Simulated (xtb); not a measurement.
B(NMe2)3 (C₆H₁₈BN₃), SMILES CN(C)B(N(C)C)N(C)C. All values are semi-empirical tight-binding results from xtb (GFN2-xTB unless named), good for trends rather than for accurate numbers. Geometry optimised at GFN2-xTB. The isomer is the one that the SMILES or the coordinates give; other isomers of the formula were not compared. The values are those of a single conformer.

Optimised geometry:

```xyz
28

B      0.0001    -0.0003    -0.0005
N     -0.1571    -1.4214    -0.0416
C     -1.0504    -2.1584     0.8163
C      0.5557    -2.2870    -0.9469
H     -1.7495    -2.7521     0.2120
H     -0.5083    -2.8544     1.4712
H     -1.6264    -1.4718     1.4287
H      1.0990    -3.0571    -0.3829
H     -0.1226    -2.8039    -1.6396
H      1.2760    -1.7116    -1.5198
N      0.3026     0.7222    -1.1974
C      1.0995     1.9225    -1.2343
C     -0.1499     0.3360    -2.5100
H      1.9496     1.7898    -1.9170
H      0.5224     2.7866    -1.5914
H      1.4873     2.1402    -0.2443
H     -0.7047     1.1617    -2.9755
H      0.6879     0.0863    -3.1756
H     -0.8115    -0.5213    -2.4367
N     -0.1455     0.6992     1.2390
C      0.2122     0.1493     2.5221
C     -0.6672     2.0377     1.3531
H      0.9343     0.8061     3.0259
H     -0.6596     0.0506     3.1834
H      0.6705    -0.8261     2.3923
H     -1.5284     2.0500     2.0348
H      0.0799     2.7363     1.7546
H     -0.9961     2.3912     0.3810
```
Charge 0, spin multiplicity 1.

```json
{
 "point_group_as_xtb_finds_it": "D3",
 "orbital_gap": "5.61 eV",
 "dipole_moment": "0.01 D",
 "zero_point_energy": "154.8 kcal/mol",
 "G − E(el) at 298.15 K (modified RRHO)": "131.6 kcal/mol",
 "static polarisability (D4 model)": "114.9 bohr³",
 "solvation energy, GFN2-xTB/ALPB(water)": "-0.9 kcal/mol",
 "solvation energy, GFN2-xTB/ALPB(dmf)": "-7.8 kcal/mol"
}
```

Computed IR lines (harmonic; lines under 4 % of the strongest left out, lines within 3 cm⁻¹ merged):
ν (cm⁻¹): 560 (w), 1121 (s), 1132 (w), 1225 (m), 1380 (vs), 1415 (w), 1432 (m), 1476 (w), 1525 (w), 2858 (s), 2895 (m), 2903 (vs), 3056 (m) (against the strongest line: vs over 80 %, s over 45 %, m over 15 %, w over 4 %, vw less)

### Question
Give the atomic charges and the Wiberg bond orders between heavy atoms. (An estimate is asked for; the answer gives what the named calculation found.)

### Answer
charges (e) B1 0.29, N2 -0.20, C3 -0.03, C4 -0.03, H5 0.02, H6 0.02, H7 0.04, H8 0.02, H9 0.02, H10 0.04, N11 -0.20, C12 -0.03, C13 -0.03, H14 0.02, H15 0.02, H16 0.04, H17 0.02, H18 0.02, H19 0.04, N20 -0.20, C21 -0.03, C22 -0.03, H23 0.02, H24 0.02, H25 0.04, H26 0.02, H27 0.02, H28 0.04. Bond orders B1–N2 1.14, N2–C3 1.02, N2–C4 1.02, B1–N11 1.14, N11–C12 1.02, N11–C13 1.02, B1–N20 1.14, N20–C21 1.02, N20–C22 1.02.
